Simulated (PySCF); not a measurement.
BrH2O2Sb. Atoms are numbered in the order given.

```xyz
6

Sb     0.3133     0.4730     0.6640
Br    -0.8355    -1.3291    -0.7792
O     -0.5465     1.9820    -0.3019
H     -1.0073     1.6817    -1.1013
O      2.0776     0.5151    -0.2370
H      2.0205     0.7371    -1.1800
```

Geometry optimised at B3LYP-D3(BJ)/def2-SVP. The structure was generated by enumeration; whether it is a known compound was not checked. The def2 effective core potentials stand for the cores of Sb; spin–orbit coupling is left out. The values are those of a single conformer.

Computed with PySCF with r2SCAN/def2-TZVP.

ESP charges are fitted to the potential on shells at 1.4 to 2.0 van der Waals radii. Atomic charges (e):

```csv
atom,Löwdin,Mulliken,ESP fit
Sb1,0.54,1.00,(withheld)
Br2,-0.11,-0.35,(withheld)
O3,-0.37,-0.65,(withheld)
H4,0.15,0.33,(withheld)
O5,-0.36,-0.64,(withheld)
H6,0.15,0.32,(withheld)
```

Task: Complete the blanks. (Estimate from the structure and the level; the computed values follow.)

Result: 
- Sb1, ESP fit: 0.64
- Br2, ESP fit: -0.24
- O3, ESP fit: -0.56
- H4, ESP fit: 0.35
- O5, ESP fit: -0.56
- H6, ESP fit: 0.37
